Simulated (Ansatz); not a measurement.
Isolated molecules relaxed with PBE0-D4/def2-TZVP in Ansatz; ΔE leaves out vibrations. CCSD(T)/CBS adds triple-zeta CCSD(T) − MP2 to the extrapolated MP2 energy (def2 sets, frozen cores). This one scheme is used for every species. DFT in def2-TZVPP. B3LYP here is the variant with VWN-RPA as its local correlation; programs differ in this. HSE06 is defined as in plane-wave codes. Each species was taken in one conformer, which may not be the lowest.

Reaction (ligand exchange at a B–O bond): `COB(C)O` + H–F → `COB(C)F` + H₂O

`COB(C)O`:

Cartesian coordinates in Å:
```
C 1.494 0.338 -0.733
O 0.467 1.050 -0.085
B -0.651 0.427 0.399
C -0.900 -1.120 0.309
O -1.583 1.225 0.994
H 1.166 -0.033 -1.709
H 1.839 -0.511 -0.135
H 2.331 1.020 -0.884
H -0.140 -1.673 0.870
H -1.877 -1.392 0.707
H -0.837 -1.478 -0.724
H -1.310 2.148 0.989
```

H–F:

Z-matrix (Å, degrees):
```
F
H 1 0.920
```

`COB(C)F`:

```xyz
11

C    -0.767   -1.343   -0.537
O    -0.762   -0.708    0.720
B    -0.060    0.411    0.994
C     0.856    1.194   -0.011
F    -0.192    0.852    2.246
H    -0.378   -2.357   -0.425
H    -1.795   -1.402   -0.899
H    -0.161   -0.810   -1.274
H     1.653    0.557   -0.406
H     1.318    2.057    0.467
H     0.287    1.550   -0.875
```

H₂O:

Z-matrix (Å, degrees):
```
O
H 1 0.960
H 1 0.960 2 105.1
```

Is it downhill or uphill in electronic energy at CCSD(T)/CBS, and by how much? (An estimate is asked.)

The calculation gave: Downhill: ΔE = -3.3 kcal/mol.

What do these levels give: LDA (SPW92), PBE-D4, revPBE-D4, BLYP-D4, B3LYP-D4, HSE06-D4, PBE-QIDH, PBE, revPBE, CAM-B3LYP, SCS-MP2/def2-QZVPP, CCSD/CBS(def2)? (Estimate.)

The calculation gave: LDA (SPW92) -2.8, PBE-D4 -3.4, revPBE-D4 -2.9, BLYP-D4 -3.9, B3LYP-D4 -3.9, HSE06-D4 -3.3, PBE-QIDH -3.3, PBE -3.8, revPBE -4.2, CAM-B3LYP -4.5, SCS-MP2/def2-QZVPP -3.4, CCSD/CBS(def2) -3.6 kcal/mol.

Largest T1 diagnostic among the species: 0.012.

Leaving LDA and LC-ωPBE aside and taking each functional with its dispersion term where it has one, the values, not all of them listed here, spread over 1.6 kcal/mol, from B97M-V to revPBE-D4. LDA lies +1.0 kcal/mol from PBE without D4. In def2-TZVPP, CCSD(T) changes the Hartree–Fock value by +2.3 kcal/mol (the triples alone add +0.3 kcal/mol) and MP2 by +2.8 kcal/mol.
